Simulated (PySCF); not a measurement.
PySCF input file for C2H2F3, SMILES [CH2]C(F)(F)F, multiplicity 2, PBE/pcH-1. Coordinates come from a B3LYP-D3(BJ)/def2-SVP optimisation. The isomer is the one that the SMILES or the coordinates give; other isomers of the formula were not compared.

```python
import numpy as np
from pyscf import gto, scf, dft
from pyscf.prop.hfc import uks as hfc
from pyscf.prop.gtensor import uks as gtensor

mol = gto.M(
    atom='''
    C     1.49435821   -0.04747605    0.00000002
    C     0.01209680   -0.00957909   -0.00000000
    F    -0.49874516   -0.61323149    1.08709600
    F    -0.49874512   -0.61323141   -1.08709606
    F    -0.45661264    1.25923147    0.00000004
    H     2.02409808    0.02370682    0.95026555
    H     2.02409811    0.02370689   -0.95026548
    ''',
    basis='pcH-1',
    charge=0,
    spin=1,
    max_memory=1600,
    verbose=3,
)
mf = dft.UKS(mol, xc='pbe').density_fit(auxbasis='def2-universal-jkfit')
mf.grids.level = 3
mf.conv_tol = 1e-10
mf.max_cycle = 100
mf.kernel()
fine, coarse = mf.grids, dft.Grids(mol).set(level=1).build(with_non0tab=True)
for _ in range(3):  # follow internal instabilities
    mf.grids = coarse
    mo, _, stable, _ = mf.stability(return_status=True, nroots=4)
    mf.grids = fine
    if stable:
        break
    mf.kernel(mf.make_rdm1(mo, mf.mo_occ))
A = hfc.HFC(mf).make_fcdip(mf.make_rdm1())  # Fermi contact and dipolar terms, MHz
print('atom   A(iso)/MHz   principal dipolar parts/MHz')
for i, a in enumerate(A):
    w = np.linalg.eigvalsh((a + a.T) / 2)
    print(f'{mol.atom_symbol(i):2s}{i + 1:3d} {w.mean():12.2f}', (w - w.mean()).round(2))
gt = gtensor.GTensor(mf)
gt.dia_soc2e, gt.para_soc2e, gt.so_eff_charge = None, None, True
gt.max_cycle_cphf = 60
g = gt.kernel()
```

Log of the run:

```

WARN: HOMO -0.220558167654218 >= LUMO -0.220558167654222

converged SCF energy = -376.530971908034  <S^2> = 0.75327961  2S+1 = 2.0032769
<class 'pyscf.df.df_jk.DFUKS'> wavefunction is stable in the internal stability analysis
atom   A(iso)/MHz   principal dipolar parts/MHz
C   1        89.55 [-82.71 -82.61 165.32]
C   2       -38.63 [-2.99  1.08  1.91]
F   3        23.70 [-35.91 -30.9   66.81]
F   4        23.70 [-35.91 -30.9   66.81]
F   5       140.59 [-98.13 -94.16 192.29]
H   6       -63.18 [-37.68  -2.07  39.75]
H   7       -63.18 [-37.68  -2.07  39.75]
SOC(1e)/OZ [ 6.62007253e-04  2.02233353e-04 -8.49990979e-05]
free electron g 2.00231930436182
g-tensor total [2.00291478 2.00241167 2.00214573]
g-shift (ppt) [ 0.59547096  0.0923614  -0.17357167]
```

The calculation finished and met its thresholds.

Cost: very roughly 2.4 core-minutes.
